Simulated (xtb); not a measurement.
boroxine (H$_{3}$B$_{3}$O$_{3}$), singlet, at a GFN2-xTB geometry; GFN1-xTB (xtb).

xtb was given this input:
```
$ xtb mol.xyz --gfn 1 --json

# file mol.xyz
9

B     -0.62642433     1.18300324     0.24601012
O     -1.33948341     0.02486049     0.22970691
B     -0.71480732    -1.15811031    -0.01600341
O      0.62560781    -1.18146124    -0.24568946
B      1.34123166    -0.02489294    -0.23000671
O      0.71387560     1.15660075     0.01598255
H     -1.16486750     2.19985392     0.45746817
H     -1.32922010    -2.15356426    -0.02975915
H      2.49408760    -0.04628966    -0.42770903
```

What the program printed (banner, timings and long lists left out):

```
   ID    Z sym.   atoms
    1    5 B      1, 3, 5
    2    8 O      2, 4, 6
    3    1 H      7-9

           -------------------------------------------------
          |                Calculation Setup                |
           -------------------------------------------------

           -------------------------------------------------
          |                 G F N 1 - x T B                 |
           -------------------------------------------------

          ...................................................
          :                      SETUP                      :
          :.................................................:
          :  # basis functions                  30          :
          :  # atomic orbitals                  30          :
          :  # shells                           18          :
          :  # electrons                        30          :
          :  # halogen bonds                     0          :
          :  max. iterations                   250          :
          :  Hamiltonian                  GFN1-xTB          :
          :  restarted?                      false          :
          :  GBSA solvation                  false          :
          :  PC potential                    false          :
          :  electronic temp.          300.0000000     K    :
          :  accuracy                    1.0000000          :
          :  -> integral cutoff          0.2500000E+02      :
          :  -> integral neglect         0.1000000E-07      :
          :  -> SCF convergence          0.1000000E-05 Eh   :
          :  -> wf. convergence          0.2000000E-04 e    :
          :  Broyden damping             0.4000000          :
          :  net charge                          0          :
          :  unpaired electrons                  0          :
          ...................................................

 iter      E             dE          RMSdq      gap      omega  full diag
   1    -20.1182842 -0.201183E+02  0.998E+00    7.87       0.0  T
   2    -20.3183919 -0.200108E+00  0.524E+00    6.76       1.0  T
   3    -20.3228025 -0.441061E-02  0.202E+00    6.21       1.0  T
   4    -20.3222693  0.533158E-03  0.769E-01    6.55       1.0  T
   5    -20.3245829 -0.231360E-02  0.554E-01    6.26       1.0  T
   6    -20.3268978 -0.231490E-02  0.385E-02    6.41       1.0  T
   7    -20.3269075 -0.967283E-05  0.134E-02    6.40       2.5  T
   8    -20.3269087 -0.124620E-05  0.257E-03    6.40      13.0  T
   9    -20.3269088 -0.476257E-07  0.203E-05    6.40    1639.2  T
  10    -20.3269088 -0.308376E-11  0.277E-07    6.40  100000.0  T

   *** convergence criteria satisfied after 10 iterations ***

         :::::::::::::::::::::::::::::::::::::::::::::::::::::
         ::                     SUMMARY                     ::
         :::::::::::::::::::::::::::::::::::::::::::::::::::::
         :: total energy             -20.167515889596 Eh    ::
         :: gradient norm              0.035586586248 Eh/a0 ::
         :: HOMO-LUMO gap              6.397687808875 eV    ::
         ::.................................................::
         :: SCC energy               -20.326908794454 Eh    ::
         :: -> electrostatic           0.104227006475 Eh    ::
         :: repulsion energy           0.161881922588 Eh    ::
         :: dispersion energy         -0.002489017730 Eh    ::
         :: halogen bond corr.         0.000000000000 Eh    ::
         :: add. restraining           0.000000000000 Eh    ::
         :: total charge              -0.000000000000 e     ::
         :::::::::::::::::::::::::::::::::::::::::::::::::::::

           -------------------------------------------------
          |                Property Printout                |
           -------------------------------------------------

    * Orbital Energies and Occupations

         #    Occupation            Energy/Eh            Energy/eV
      -------------------------------------------------------------
[...]
       ...           ...                  ...                  ...
         3        2.0000           -0.7892907             -21.4777
         4        2.0000           -0.6662969             -18.1309
         5        2.0000           -0.6662969             -18.1309
         6        2.0000           -0.6195243             -16.8581
         7        2.0000           -0.6154899             -16.7483
         8        2.0000           -0.6046929             -16.4545
         9        2.0000           -0.5489592             -14.9379
        10        2.0000           -0.5489592             -14.9379
        11        2.0000           -0.5325515             -14.4915
        12        2.0000           -0.5325515             -14.4915
        13        2.0000           -0.5104813             -13.8909
        14        2.0000           -0.4596157             -12.5068
        15        2.0000           -0.4596157             -12.5068 (HOMO)
        16                         -0.2245050              -6.1091 (LUMO)
        17                         -0.2245050              -6.1091
        18                         -0.1201672              -3.2699
        19                         -0.0717384              -1.9521
        20                         -0.0717384              -1.9521
        21                         -0.0607275              -1.6525
        22                          0.1419972               3.8639
        23                          0.2187480               5.9524
        24                          0.2187480               5.9524
        25                          0.4604928              12.5306
        26                          0.4604928              12.5306
       ...                                ...                  ...
        30                          0.6415769              17.4582
      -------------------------------------------------------------
                  HL-Gap            0.2351107 Eh            6.3977 eV
             Fermi-level           -0.3420604 Eh           -9.3079 eV

  Mulliken/CM5 charges         n(s)   n(p)   n(d)
     1B     0.57304  0.40386   0.825  1.602  0.000
     2O    -0.48940 -0.44291   1.661  4.828  0.000
     3B     0.57304  0.40386   0.825  1.602  0.000
     4O    -0.48940 -0.44291   1.661  4.828  0.000
     5B     0.57304  0.40386   0.825  1.602  0.000
     6O    -0.48940 -0.44291   1.661  4.828  0.000
     7H    -0.08364  0.03905   1.084  0.000  0.000
     8H    -0.08364  0.03905   1.084  0.000  0.000
     9H    -0.08364  0.03905   1.084  0.000  0.000

Wiberg/Mayer (AO) data.
largest (>0.10) Wiberg bond orders for each atom

 ---------------------------------------------------------------------------
     #   Z sym  total        # sym  WBO       # sym  WBO       # sym  WBO
 ---------------------------------------------------------------------------
     1   5 B    3.177 --     2 O    1.080     6 O    1.080     7 H    0.949
     2   8 O    2.269 --     1 B    1.080     3 B    1.080
     3   5 B    3.177 --     4 O    1.080     2 O    1.080     8 H    0.949
     4   8 O    2.269 --     3 B    1.080     5 B    1.080
     5   5 B    3.177 --     6 O    1.080     4 O    1.080     9 H    0.949
     6   8 O    2.269 --     1 B    1.080     5 B    1.080
     7   1 H    1.001 --     1 B    0.949
     8   1 H    1.001 --     3 B    0.949
     9   1 H    1.001 --     5 B    0.949
 ---------------------------------------------------------------------------

Topologies differ in total number of bonds
Writing topology from bond orders to xtbtopo.mol

 dipole moment from electron density (au)
     X       Y       Z
   0.0000  -0.0000   0.0000  total (Debye):    0.000

           -------------------------------------------------
          | TOTAL ENERGY              -20.167515889596 Eh   |
          | GRADIENT NORM               0.035586586248 Eh/α |
          | HOMO-LUMO GAP               6.397687808875 eV   |
           -------------------------------------------------

normal termination of xtb
```
